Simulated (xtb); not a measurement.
xtb input:

```bash
xtb mol.xyz --gfnff --opt tight --chrg 0 --uhf 0
```
mol.xyz:
```
8

C     -0.37708342     1.08626761     0.16283026
C     -1.12385045    -0.28975267     0.04106663
C      0.33463378    -0.17758331    -0.04545889
O      1.38188572    -0.73333852    -0.18772459
H     -0.34007347     1.55204714     1.14085017
H     -0.46474761     1.77957040    -0.66571637
H     -1.68856913    -0.47548796    -0.86526580
H     -1.56389500    -0.70301121     0.94130074
```

Q: What final total energy does it print?

A: -1.44203 Eh (GFN-FF).
